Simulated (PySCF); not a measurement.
Identify the unknown among the candidates.

All candidates are C7H9NO.

| technique | computed result |
| --- | --- |
| Dipole | 1.84 D [PBE0/def2-SVPD] |
| Valence photoelectron | vertical ionisation energy: 9.11 eV [ΔSCF PBE0/def2-SVPD] |
| UV, first state | lowest singlet excitation: 4.85 eV (255 nm, f = 0.003) [TDDFT PBE0/def2-SVPD] |
| 13C NMR | chemical shifts (computed TMS as zero) by class: 166.0 (1 C), 155.3 (1 C), 141.6 (1 C), 126.6 (1 C), 124.5 (1 C), 77.7 (1 C), 57.5 (1 C) ppm [GIAO PBE0/pcSseg-1] |
| 1H NMR | chemical shifts (computed TMS as zero) by class: 8.68 (1 H), 7.76 (1 H), 7.57 (1 H), 7.09 (1 H), 4.62 (2 H), 3.22 (3 H) ppm [GIAO PBE0/pcSseg-1] |
| UV, strongest line | among the 10 lowest singlet transitions: S10 at 7.24 eV (171 nm, f = 0.455) [TDDFT PBE0/def2-SVPD] |
| NMR, other nuclei | isotropic shieldings of nuclei other than C and H, by class: -89 (1 N), 323 (1 O) ppm [GIAO PBE0/pcSseg-1] |
| Triplet | lowest triplet excitation (Tamm–Dancoff): 4.17 eV [TDA PBE0/def2-SVPD] |
| Rotational structure | rotational constants A, B, C: 3.843, 1.079, 0.937 GHz [PBE0-D3(BJ)/def2-SVP] |
| Polarisability | 91.8 au [PBE0/def2-SVPD] |

The electronic properties come from PySCF, for the isolated species, density fitting. Levels stand in brackets. Geometry: PBE0-D3(BJ)/def2-SVP, one conformer, isolated molecule. NMR classes are plain means over equivalent atoms (diastereotopic ones count apart unless rotation or inversion swaps them), as if these changed places fast.

Problem. Which candidate is it?
A. `COCc1ccccn1`
B. `CCOc1cccnc1`
C. `COCc1ccncc1`

Solution. A. It is `COCc1ccccn1`. Numbering: `[CH3:1][O:2][CH2:3][c:4]1[cH:5][cH:6][cH:7][cH:8][n:9]1`. Its formula, C7H9NO, gives 4 degrees of unsaturation: 1 ring and 3 π bonds in the structure found (Kekulé form). 7 carbons fall into 7 classes; from least to most shielded: substituted aromatic carbon [C4] (166.0 ppm), aromatic CH next to a ring nitrogen [C8] (155.3 ppm), aromatic CH carbon [C6] (141.6 ppm), aromatic CH carbon [C7] (126.6 ppm), aromatic CH carbon [C5] (124.5 ppm), chain sp3 carbon bound to oxygen [C3] (77.7 ppm), methoxy carbon [C1] (57.5 ppm). Hydrogen classes from least to most shielded: 1 H on an aromatic CH next to a ring nitrogen, C8 (8.68 ppm), 1 H on an aromatic CH carbon, C6 (7.76 ppm), 1 H on an aromatic CH carbon, C5 (7.57 ppm), 1 H on an aromatic CH carbon, C7 (7.09 ppm), 2 H on an sp3 carbon bound to oxygen, C3 (4.62 ppm, a mean of values up to 0.8 ppm apart in this geometry), 3 H on a methoxy carbon, C1 (3.22 ppm, a mean of values up to 0.6 ppm apart in this geometry). The other shieldings belong to: -89 ppm, pyridine-type nitrogen [N9]; 323 ppm, ether oxygen [O2]. S1 is mainly HOMO→LUMO (weight 0.90); the largest Löwdin shares of the orbital it empties are 0.41 on the pyridine-type nitrogen, 0.15 on the ether oxygen, 0.09 on the substituted aromatic carbon and 0.08 on the aromatic CH next to a ring nitrogen, of the orbital it fills 0.25 on an aromatic CH carbon, 0.22 on the pyridine-type nitrogen, 0.12 on the aromatic CH next to a ring nitrogen and 0.11 on an aromatic CH carbon. The optimised geometry has point group C1 and is an asymmetric top.

The others, at the same levels:
- `CCOc1cccnc1` fails: its computed vertical ionisation energy is 8.61 eV (against 9.11 eV), lowest triplet excitation (Tamm–Dancoff) is 3.94 eV (against 4.17 eV) and static isotropic polarisability is 94.1 au (against 91.8 au).
- `COCc1ccncc1` fails: it has 5 carbon classes against 7; its computed 13C shifts are 155.4 (2 C), 152.6 (1 C), 124.1 (2 C), 73.7 (1 C), 59.1 (1 C) ppm, 1H shifts are 8.71 (2 H), 7.20 (2 H), 4.35 (2 H), 3.50 (3 H) ppm and rotational constant A is 5.030 GHz (against 3.843 GHz).

Each candidate is one conformer, not necessarily the lowest. Dipoles, sizes and rotational constants follow the conformer. The torsions of the flexible species, by atom-mapped SMILES:
- `[CH3:1][O:2][CH2:3][c:4]1[cH:5][cH:6][cH:7][cH:8][n:9]1`: C1–O2–C3–C4 -77°, O2–C3–C4–C5 -25°
- `[CH3:1][CH2:2][O:3][c:4]1[cH:5][cH:6][cH:7][n:8][cH:9]1`: C1–C2–O3–C4 -178°, C2–O3–C4–C5 179°
- `[CH3:1][O:2][CH2:3][c:4]1[cH:5][cH:6][n:7][cH:8][cH:9]1`: C1–O2–C3–C4 179°, O2–C3–C4–C5 -4°
